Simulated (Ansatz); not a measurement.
Relaxation of Si₅O₆ (charge 0, singlet) with RKS PBE-D4/def2-SVP in Ansatz.

Positions (Å) and forces (eV/Å) at steps 35, 36, 37, 38, 39, 40, 41, 42, 43, 44, 45, 46, 47, 48, 49, 50, 51, 52, 53, 54, 55, 56, 57, 58, 59, 60, 61 of 63:

```xyz
11
step=35 energy=-51621.9041 eV
Si   -1.666    1.630    1.247   -0.035   -0.009   -0.039
Si   -2.488   -0.140   -1.394   -0.026    0.025    0.011
Si    1.422    1.472   -0.030   -0.054    0.146    0.021
Si    1.939   -0.848   -0.195    0.026   -0.068    0.014
Si   -0.206   -1.780    0.211   -0.121   -0.140    0.257
O    -0.675   -2.592    1.455    0.109    0.197   -0.269
O    -1.172   -1.168   -1.001    0.025   -0.028    0.002
O    -0.046    1.292    0.755    0.165    0.012   -0.102
O     2.065    2.780   -0.565   -0.094   -0.162    0.083
O    -2.479    0.909   -0.054    0.046   -0.017    0.031
O     3.306   -1.556   -0.428   -0.041    0.043   -0.009
11
step=36 energy=-51621.9050 eV
Si   -1.667    1.584    1.219   -0.054   -0.034   -0.090
Si   -2.507   -0.171   -1.409   -0.049    0.050    0.037
Si    1.454    1.461   -0.008   -0.122    0.299    0.078
Si    1.960   -0.858   -0.222    0.038   -0.095   -0.063
Si   -0.208   -1.719    0.227   -0.217   -0.185    0.518
O    -0.676   -2.418    1.546    0.195    0.304   -0.547
O    -1.185   -1.190   -1.019    0.069   -0.069    0.026
O    -0.063    1.204    0.682    0.327    0.094   -0.176
O     2.109    2.811   -0.428   -0.232   -0.391    0.140
O    -2.526    0.872   -0.060    0.122   -0.026    0.052
O     3.308   -1.576   -0.526   -0.077    0.052    0.024
11
step=37 energy=-51621.9165 eV
Si   -1.669    1.576    1.210   -0.066   -0.015   -0.032
Si   -2.511   -0.182   -1.417   -0.042    0.034    0.039
Si    1.452    1.452    0.005   -0.120    0.083    0.085
Si    1.956   -0.863   -0.255    0.024   -0.078    0.002
Si   -0.207   -1.712    0.223   -0.093   -0.002    0.257
O    -0.663   -2.349    1.568    0.081    0.096   -0.223
O    -1.195   -1.207   -1.019    0.030   -0.057   -0.056
O    -0.062    1.197    0.685    0.197    0.035   -0.138
O     2.111    2.800   -0.386   -0.076   -0.107    0.043
O    -2.522    0.864   -0.071    0.106   -0.017    0.033
O     3.309   -1.576   -0.544   -0.041    0.029   -0.010
11
step=38 energy=-51621.9244 eV
Si   -1.680    1.554    1.184   -0.097    0.007   -0.011
Si   -2.522   -0.214   -1.436   -0.032    0.020    0.028
Si    1.470    1.425    0.072    0.021    0.032   -0.078
Si    1.981   -0.881   -0.282   -0.022   -0.015    0.064
Si   -0.208   -1.621    0.249   -0.022   -0.109    0.067
O    -0.652   -2.203    1.619    0.022    0.090   -0.087
O    -1.199   -1.227   -1.034    0.037   -0.027   -0.027
O    -0.071    1.139    0.672    0.100   -0.070   -0.075
O     2.098    2.788   -0.309   -0.015    0.028    0.061
O    -2.530    0.841   -0.095    0.095    0.004    0.053
O     3.314   -1.601   -0.641   -0.088    0.041    0.004
11
step=39 energy=-51621.9392 eV
Si   -1.653    1.495    1.166   -0.077    0.024    0.048
Si   -2.528   -0.255   -1.454   -0.019    0.018    0.050
Si    1.501    1.433    0.077    0.103    0.130   -0.018
Si    1.970   -0.884   -0.294    0.193   -0.092   -0.126
Si   -0.224   -1.583    0.263   -0.110    0.047    0.151
O    -0.669   -2.022    1.690    0.035    0.072   -0.256
O    -1.219   -1.284   -1.051    0.130   -0.097    0.086
O    -0.051    1.079    0.613   -0.025    0.005   -0.070
O     2.111    2.840   -0.166   -0.071   -0.192    0.047
O    -2.513    0.797   -0.111    0.027   -0.006    0.005
O     3.274   -1.616   -0.734   -0.186    0.091    0.083
11
step=40 energy=-51621.9456 eV
Si   -1.654    1.477    1.143   -0.089    0.010    0.053
Si   -2.558   -0.304   -1.447    0.008   -0.003    0.044
Si    1.508    1.425    0.074    0.306    0.482    0.034
Si    1.977   -0.886   -0.348    0.154   -0.167   -0.054
Si   -0.221   -1.521    0.272   -0.162    0.032    0.137
O    -0.653   -1.891    1.724    0.049    0.094   -0.374
O    -1.227   -1.313   -1.059    0.147   -0.079    0.186
O    -0.061    1.050    0.555    0.049   -0.030   -0.114
O     2.144    2.846   -0.026   -0.233   -0.500    0.012
O    -2.525    0.764   -0.115   -0.025    0.006    0.013
O     3.270   -1.649   -0.772   -0.205    0.154    0.063
11
step=41 energy=-51621.9560 eV
Si   -1.652    1.462    1.134   -0.080    0.011    0.078
Si   -2.570   -0.327   -1.445    0.003   -0.003    0.037
Si    1.524    1.416    0.094    0.161    0.243    0.029
Si    1.979   -0.893   -0.359    0.136   -0.088   -0.025
Si   -0.225   -1.489    0.275   -0.135    0.076   -0.020
O    -0.664   -1.816    1.734    0.012    0.038   -0.222
O    -1.231   -1.328   -1.063    0.162   -0.062    0.201
O    -0.059    1.031    0.536    0.063   -0.031   -0.138
O     2.154    2.834    0.016   -0.136   -0.274    0.009
O    -2.531    0.747   -0.117   -0.018    0.006    0.003
O     3.274   -1.637   -0.804   -0.168    0.085    0.048
11
step=42 energy=-51621.9868 eV
Si   -1.639    1.396    1.125   -0.137   -0.029    0.131
Si   -2.611   -0.393   -1.426    0.064   -0.056    0.018
Si    1.565    1.405    0.120   -0.160   -0.266    0.015
Si    2.003   -0.899   -0.380   -0.055   -0.102    0.042
Si   -0.228   -1.365    0.280   -0.010    0.167   -0.460
O    -0.694   -1.619    1.740   -0.115   -0.004    0.141
O    -1.220   -1.341   -1.085    0.143    0.017    0.272
O    -0.056    0.974    0.447    0.262   -0.037   -0.217
O     2.171    2.824    0.140    0.027    0.218    0.022
O    -2.557    0.685   -0.099   -0.012    0.059    0.028
O     3.267   -1.667   -0.860   -0.008    0.034    0.006
11
step=43 energy=-51622.0459 eV
Si   -1.618    1.303    1.146   -0.178   -0.111    0.308
Si   -2.635   -0.433   -1.409   -0.014   -0.009   -0.010
Si    1.591    1.384    0.114    0.172    0.260   -0.003
Si    2.018   -0.924   -0.395    0.024   -0.071    0.042
Si   -0.238   -1.250    0.275    0.117    0.013   -0.199
O    -0.745   -1.431    1.744   -0.140    0.134   -0.040
O    -1.207   -1.340   -1.102    0.068    0.029    0.214
O    -0.046    0.909    0.351    0.256    0.047   -0.235
O     2.171    2.822    0.238   -0.244   -0.312   -0.008
O    -2.573    0.635   -0.071   -0.077    0.051   -0.063
O     3.283   -1.676   -0.891    0.017   -0.031   -0.006
11
step=44 energy=-51622.2164 eV
Si   -1.601    1.155    1.237    0.009   -0.574    0.325
Si   -2.633   -0.413   -1.410    0.029    0.134    0.275
Si    1.594    1.380    0.064   -0.314   -0.141    0.053
Si    2.045   -0.946   -0.398    0.091   -0.041    0.046
Si   -0.230   -1.203    0.252   -0.030    0.662   -0.409
O    -0.797   -1.244    1.722   -0.318    0.303    0.081
O    -1.200   -1.325   -1.117    0.183   -0.122    0.191
O    -0.046    0.884    0.272    0.601   -0.137   -0.284
O     2.134    2.815    0.278   -0.008   -0.002   -0.035
O    -2.579    0.608   -0.033   -0.189   -0.071   -0.255
O     3.313   -1.713   -0.866   -0.055   -0.011    0.011
11
step=45 energy=-51622.6024 eV
Si   -1.574    0.983    1.305   -0.169   -0.540    0.978
Si   -2.639   -0.425   -1.389   -0.178    0.202    0.206
Si    1.614    1.371    0.068    0.013    0.204   -0.094
Si    2.066   -0.965   -0.377    0.140    0.008    0.141
Si   -0.237   -1.092    0.233    0.335    0.396   -0.881
O    -0.889   -1.076    1.685   -0.554    0.815    0.119
O    -1.175   -1.310   -1.141    0.285   -0.154    0.249
O    -0.024    0.865    0.210    0.466   -0.408   -0.254
O     2.127    2.821    0.280   -0.075   -0.258   -0.033
O    -2.586    0.566    0.000   -0.203   -0.207   -0.432
O     3.318   -1.738   -0.873   -0.062   -0.057    0.001
11
step=46 energy=-51622.9155 eV
Si   -1.604    0.925    1.377   -0.023   -0.984    0.577
Si   -2.664   -0.462   -1.344   -0.140    0.200    0.251
Si    1.618    1.376    0.028   -0.154    0.086    0.081
Si    2.136   -0.972   -0.315    0.020   -0.143   -0.123
Si   -0.208   -1.015    0.176    0.150    0.472   -0.407
O    -0.949   -0.940    1.610   -0.448    0.609    0.283
O    -1.126   -1.274   -1.192    0.113   -0.115    0.173
O    -0.023    0.866    0.181    0.824   -0.163   -0.448
O     2.130    2.810    0.308    0.026   -0.052   -0.069
O    -2.624    0.501    0.058   -0.183   -0.074   -0.493
O     3.313   -1.817   -0.888   -0.184    0.164    0.174
11
step=47 energy=-51623.0260 eV
Si   -1.632    0.759    1.474   -1.330    1.861    0.390
Si   -2.710   -0.478   -1.304   -0.021   -0.046   -0.070
Si    1.672    1.387    0.025   -0.156   -0.079   -0.071
Si    2.141   -0.978   -0.324    0.282   -0.050    0.083
Si   -0.201   -0.924    0.127    0.090   -0.093   -0.565
O    -1.021   -0.815    1.567    0.853   -2.008    0.190
O    -1.121   -1.268   -1.214   -0.102    0.054    0.332
O     0.041    0.848    0.115    0.522    0.315   -0.204
O     2.151    2.831    0.303    0.054   -0.070   -0.049
O    -2.649    0.481    0.070   -0.018    0.057   -0.123
O     3.328   -1.842   -0.841   -0.175    0.060    0.089
11
step=48 energy=-51623.2337 eV
Si   -1.754    0.648    1.587   -0.645    0.070   -0.134
Si   -2.751   -0.469   -1.310    0.094   -0.128   -0.076
Si    1.699    1.405   -0.036   -0.207   -0.015    0.156
Si    2.141   -0.954   -0.285    0.187   -0.143   -0.167
Si   -0.181   -0.827    0.037    0.080   -0.074    0.409
O    -0.934   -0.899    1.517    0.095   -0.459    0.100
O    -1.128   -1.169   -1.263   -0.338   -0.004   -0.283
O     0.060    0.916    0.142    0.549    0.333   -0.449
O     2.244    2.832    0.192    0.076    0.126   -0.051
O    -2.699    0.414    0.115    0.074    0.270    0.423
O     3.303   -1.899   -0.696    0.034    0.024    0.072
11
step=49 energy=-51623.3480 eV
Si   -1.904    0.551    1.667    0.018   -0.740   -0.274
Si   -2.787   -0.468   -1.305    0.244   -0.158   -0.025
Si    1.754    1.411   -0.018   -0.043    0.343   -0.031
Si    2.153   -0.953   -0.312    0.435   -0.297   -0.042
Si   -0.171   -0.760   -0.004   -0.135    0.045    0.581
O    -0.899   -0.928    1.496   -0.219    0.439   -0.202
O    -1.149   -1.115   -1.295   -0.369    0.224   -0.052
O     0.105    0.973    0.099    0.383   -0.058   -0.341
O     2.324    2.849    0.113   -0.054   -0.242   -0.008
O    -2.758    0.376    0.161    0.026    0.187    0.315
O     3.331   -1.935   -0.602   -0.285    0.256    0.081
11
step=50 energy=-51623.4677 eV
Si   -2.049    0.429    1.730    0.186   -0.701   -0.158
Si   -2.807   -0.450   -1.298    0.139   -0.134   -0.130
Si    1.815    1.418   -0.066   -0.083    0.121    0.019
Si    2.193   -0.958   -0.293    0.073   -0.149   -0.012
Si   -0.164   -0.720   -0.007    0.278    0.262    0.330
O    -0.905   -0.921    1.479   -0.337    0.523   -0.094
O    -1.163   -1.039   -1.300   -0.302    0.150    0.032
O     0.173    0.992    0.044    0.131   -0.190   -0.225
O     2.382    2.855    0.061    0.029   -0.115   -0.030
O    -2.842    0.345    0.204    0.055    0.108    0.218
O     3.365   -1.950   -0.555   -0.170    0.124    0.051
11
step=51 energy=-51623.5558 eV
Si   -2.180    0.297    1.800    0.191   -0.649   -0.408
Si   -2.813   -0.444   -1.299   -0.033    0.067    0.112
Si    1.863    1.423   -0.098    0.247    0.148    0.009
Si    2.225   -0.961   -0.272   -0.186   -0.052    0.007
Si   -0.145   -0.658   -0.011    0.062   -0.241    0.258
O    -0.909   -0.892    1.465   -0.208    0.539   -0.088
O    -1.167   -0.967   -1.298   -0.066    0.049    0.090
O     0.229    1.009   -0.018   -0.099    0.222   -0.087
O     2.433    2.860    0.013    0.033   -0.085   -0.033
O    -2.908    0.313    0.240    0.106   -0.033    0.107
O     3.373   -1.979   -0.521   -0.048    0.035    0.033
11
step=52 energy=-51623.6344 eV
Si   -2.302    0.141    1.823    0.044   -0.287   -0.016
Si   -2.845   -0.445   -1.303    0.076    0.038    0.076
Si    1.935    1.427   -0.138    0.150   -0.130    0.051
Si    2.202   -0.978   -0.256    0.041    0.273   -0.017
Si   -0.143   -0.591    0.001    0.111   -0.058   -0.131
O    -0.904   -0.846    1.464   -0.169    0.321    0.027
O    -1.178   -0.894   -1.279   -0.076    0.011    0.051
O     0.285    1.060   -0.049   -0.199    0.078    0.009
O     2.558    2.840   -0.041    0.019    0.015   -0.045
O    -2.999    0.238    0.264    0.066   -0.077   -0.026
O     3.390   -1.950   -0.486   -0.065   -0.184    0.022
11
step=53 energy=-51623.6851 eV
Si   -2.403   -0.023    1.857    0.461   -0.369   -0.212
Si   -2.841   -0.452   -1.309    0.099    0.042    0.109
Si    1.984    1.466   -0.144   -0.021   -0.005   -0.038
Si    2.220   -0.934   -0.255    0.196   -0.583   -0.021
Si   -0.118   -0.514   -0.006    0.134   -0.178   -0.064
O    -0.865   -0.789    1.459   -0.501    0.428    0.163
O    -1.162   -0.837   -1.271   -0.134    0.043   -0.028
O     0.317    1.130   -0.084    0.116    0.209    0.042
O     2.635    2.869   -0.094    0.004   -0.017   -0.008
O    -3.055    0.150    0.288    0.033   -0.098   -0.022
O     3.288   -2.066   -0.441   -0.388    0.527    0.078
11
step=54 energy=-51623.7355 eV
Si   -2.446   -0.132    1.868    0.262   -0.236   -0.057
Si   -2.871   -0.467   -1.308   -0.067    0.014    0.019
Si    2.048    1.468   -0.177    0.038    0.002    0.074
Si    2.205   -0.942   -0.223   -0.006   -0.155   -0.108
Si   -0.115   -0.437   -0.026    0.159   -0.005    0.073
O    -0.857   -0.717    1.444   -0.356    0.298    0.030
O    -1.171   -0.727   -1.287   -0.035    0.035    0.033
O     0.371    1.199   -0.085   -0.034   -0.077   -0.021
O     2.741    2.851   -0.137    0.027   -0.002   -0.037
O    -3.161   -0.016    0.322    0.143   -0.046   -0.062
O     3.256   -2.080   -0.393   -0.132    0.172    0.056
11
step=55 energy=-51623.7650 eV
Si   -2.509   -0.264    1.879    0.215   -0.139   -0.067
Si   -2.885   -0.495   -1.314    0.048    0.007    0.128
Si    2.119    1.474   -0.162   -0.045    0.083   -0.131
Si    2.179   -0.941   -0.249   -0.131    0.091    0.128
Si   -0.111   -0.348   -0.018    0.052   -0.047   -0.064
O    -0.859   -0.608    1.451   -0.314    0.174    0.004
O    -1.165   -0.633   -1.283   -0.228    0.056    0.097
O     0.423    1.264   -0.099    0.119    0.004    0.078
O     2.852    2.839   -0.191   -0.030   -0.104    0.034
O    -3.244   -0.181    0.339    0.249   -0.058   -0.173
O     3.199   -2.107   -0.353    0.064   -0.065   -0.034
11
step=56 energy=-51623.7877 eV
Si   -2.535   -0.402    1.881    0.165   -0.064    0.000
Si   -2.886   -0.491   -1.317   -0.120   -0.009    0.007
Si    2.158    1.484   -0.205   -0.084   -0.014   -0.005
Si    2.157   -0.934   -0.224    0.131   -0.260   -0.002
Si   -0.114   -0.272   -0.015    0.065   -0.115   -0.032
O    -0.863   -0.540    1.450   -0.281    0.088    0.032
O    -1.169   -0.536   -1.283   -0.038    0.043    0.119
O     0.459    1.322   -0.078    0.143    0.034   -0.005
O     2.925    2.827   -0.248    0.034    0.017   -0.004
O    -3.271   -0.310    0.344    0.192   -0.023   -0.119
O     3.139   -2.146   -0.305   -0.209    0.303    0.009
11
step=57 energy=-51623.7997 eV
Si   -2.566   -0.539    1.880   -0.071    0.025   -0.016
Si   -2.915   -0.552   -1.322   -0.022    0.025    0.047
Si    2.210    1.491   -0.219    0.310   -0.104   -0.033
Si    2.132   -0.916   -0.211   -0.032    0.030    0.007
Si   -0.123   -0.193   -0.005   -0.112    0.111    0.038
O    -0.913   -0.388    1.454    0.144   -0.037   -0.015
O    -1.206   -0.407   -1.256    0.123   -0.033   -0.055
O     0.529    1.379   -0.082   -0.294    0.052    0.026
O     3.073    2.774   -0.286   -0.062    0.031    0.005
O    -3.304   -0.507    0.340    0.010   -0.046    0.001
O     3.083   -2.142   -0.293    0.005   -0.054   -0.004
11
step=58 energy=-51623.7803 eV rejected
Si   -2.551   -0.559    1.897    0.241    0.021   -0.039
Si   -2.884   -0.571   -1.340    0.216    0.015   -0.078
Si    2.223    1.476   -0.226    0.027    0.052    0.003
Si    2.071   -0.939   -0.205   -0.124    0.058    0.012
Si   -0.159   -0.123    0.007    0.450   -0.104   -0.073
O    -0.889   -0.350    1.488   -0.158    0.013    0.036
O    -1.172   -0.361   -1.296   -0.173    0.007    0.067
O     0.524    1.423   -0.071   -0.101   -0.034    0.019
O     3.044    2.786   -0.294    0.084    0.005   -0.013
O    -3.194   -0.589    0.327   -0.469   -0.045    0.068
O     2.987   -2.192   -0.287    0.007    0.013   -0.002
11
step=59 energy=-51623.8074 eV
Si   -2.569   -0.562    1.885    0.126    0.032   -0.112
Si   -2.902   -0.565   -1.330    0.118    0.020    0.080
Si    2.235    1.490   -0.225   -0.147   -0.016    0.020
Si    2.107   -0.920   -0.203   -0.119    0.077   -0.006
Si   -0.131   -0.153    0.005    0.049    0.090    0.028
O    -0.909   -0.362    1.467   -0.119   -0.050    0.034
O    -1.189   -0.380   -1.264   -0.113   -0.041   -0.018
O     0.529    1.408   -0.071    0.196    0.041   -0.021
O     3.088    2.781   -0.303   -0.065   -0.047    0.003
O    -3.286   -0.572    0.334   -0.001   -0.023   -0.007
O     3.028   -2.166   -0.295    0.074   -0.084   -0.001
11
step=60 energy=-51623.8035 eV rejected
Si   -2.572   -0.581    1.878   -0.017   -0.011    0.010
Si   -2.900   -0.592   -1.325   -0.012   -0.012   -0.012
Si    2.259    1.475   -0.227    0.059    0.020   -0.008
Si    2.072   -0.925   -0.203    0.096    0.058   -0.013
Si   -0.140   -0.097    0.009    0.073   -0.051   -0.012
O    -0.921   -0.340    1.464   -0.006    0.100   -0.030
O    -1.198   -0.353   -1.255    0.003    0.102    0.032
O     0.559    1.451   -0.069   -0.262   -0.217    0.031
O     3.121    2.757   -0.310    0.044    0.041   -0.004
O    -3.300   -0.641    0.334    0.092    0.016   -0.003
O     3.020   -2.154   -0.296   -0.070   -0.045    0.009
11
step=61 energy=-51623.8102 eV
Si   -2.560   -0.565    1.878   -0.061   -0.010    0.059
Si   -2.889   -0.576   -1.328   -0.029   -0.008   -0.052
Si    2.236    1.487   -0.225    0.030    0.017   -0.005
Si    2.094   -0.920   -0.207   -0.027   -0.061    0.005
Si   -0.131   -0.128    0.009    0.024   -0.092   -0.016
O    -0.909   -0.350    1.467    0.049    0.020   -0.006
O    -1.187   -0.364   -1.260    0.024    0.020   -0.002
O     0.537    1.425   -0.067    0.013    0.053    0.003
O     3.085    2.778   -0.304    0.013    0.013   -0.002
O    -3.277   -0.605    0.331   -0.024   -0.007    0.015
O     3.000   -2.182   -0.293   -0.011    0.054    0.000
```

The structure comes from a short search, and lower isomers may exist.
